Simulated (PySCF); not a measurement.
Compound: selenophene, C4H4Se.
Geometry (PBE0-D3(BJ)/def2-SVP, Å), atoms numbered from 1 in this order:
```
atom  x, y, z in Å
C1     0.6382   -0.7448   -0.1582
C2    -0.7815   -0.5823   -0.1787
C3    -1.2123    0.6824    0.1070
Se4    0.2070    1.8266    0.4426
C5     1.3382    0.3889    0.1431
H6     1.1291   -1.6979   -0.3665
H7    -1.4698   -1.3997   -0.4039
H8    -2.2413    1.0378    0.1490
H9     2.4195    0.5010    0.2152
```

Lines to be assigned: C 1s: 290.36 (area 2), 290.51 (area 2) eV.

Computed, not measured: PySCF, delta-SCF UKS SCAN, pcX-2 on the ionised atom, pcseg-1 elsewhere, spin-free X2C. Isolated species at its PBE0-D3(BJ)/def2-SVP geometry, gas phase.

Problem. Assign the C 1s lines to atoms.

Solution. 290.36 eV: C1/C2 (aromatic CH carbon); 290.51 eV: C3/C5 (aromatic CH carbon). The 2 C 1s values lie within 0.15 eV of each other; Gaussian lines of 0.5 eV full width would blend them into one maximum.

Bonded neighbours of each site: C1/C2: 2 C (aromatic in the SMILES) and H; C3/C5: C (aromatic in the SMILES), Se (aromatic in the SMILES) and H.

Problem. Express the binding energy of C 1s of C1/C2 in atomic units and per mole.

Solution. 290.36 eV = 10.6705 Eh = 28015 kJ/mol.

The first atom of each set that the bonding makes equivalent was ionised and stands for the set. No level of selenium is listed.

Hardware: Arm Neoverse V2, one thread (shared host). Cost: 9.9 s of wall time.
